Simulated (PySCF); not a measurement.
Stepwise substitution at one centre (Ga H-F). All species are isolated molecules in the gas phase. Strings in code marks are SMILES.

Method: PBE-D3(BJ)/def2-TZVP // PBE0-D3(BJ)/def2-TZVP (PySCF). Excitations are Tamm–Dancoff values on a coarser integration grid. The basis has no diffuse functions, so Rydberg states are missing or too high.

```json
[
 {"species": "0 of 3 H replaced by F (`[GaH3]`)", "S1 oscillator strength": "–", "S1–T1 gap (TDA) (eV)": "–", "HOMO–LUMO gap (eV)": "4.70"},
 {"species": "1 of 3 H replaced by F (`[F][GaH2]`)", "S1 oscillator strength": "0.000", "S1–T1 gap (TDA) (eV)": "0.37", "HOMO–LUMO gap (eV)": "5.12"},
 {"species": "2 of 3 H replaced by F (`[F][GaH][F]`)", "S1 oscillator strength": "0.020", "S1–T1 gap (TDA) (eV)": "0.38", "HOMO–LUMO gap (eV)": "6.53"},
 {"species": "3 of 3 H replaced by F", "S1 oscillator strength": "0.000", "S1–T1 gap (TDA) (eV)": "0.33", "HOMO–LUMO gap (eV)": "6.29"}
]
```
